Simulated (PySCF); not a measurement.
Si(Cl)(Br)(NH2)2 (BrClH4N2Si), SMILES N[Si](N)(Cl)Br.

Coordinates come from a PBE0-D3(BJ)/def2-SVP optimisation. The structure was generated by enumeration, and PubChem lists no compound with its InChIKey, so it may never have been made. The values are those of a single conformer.

Two levels are set side by side: PBE/def2-TZVP (PySCF) and CAM-B3LYP/def2-TZVP (PySCF). Same geometry, gas phase. Differences are taken from unrounded values.

```tsv
quantity	CAM-B3LYP	PBE	PBE minus CAM-B3LYP
orbital gap (eV)	10.53	5.93	-4.60
highest occupied level (eV)	-9.26	-6.48	2.78
lowest empty level (eV)	1.27	-0.55	-1.82
dipole moment (D)	2.39	2.40	0.01
mean polarisability (bohr³)	67.6	71.5	3.8
```

Without exact exchange PBE keeps part of each electron's self-repulsion, which lifts occupied levels and narrows the gap. Loosely held outer electrons make PBE densities more polarisable. Differences between two approximate levels are no errors against the true value.

Rough cost on one machine, each run with all the roots and properties that it gave: CAM-B3LYP against PBE within a factor of 2.
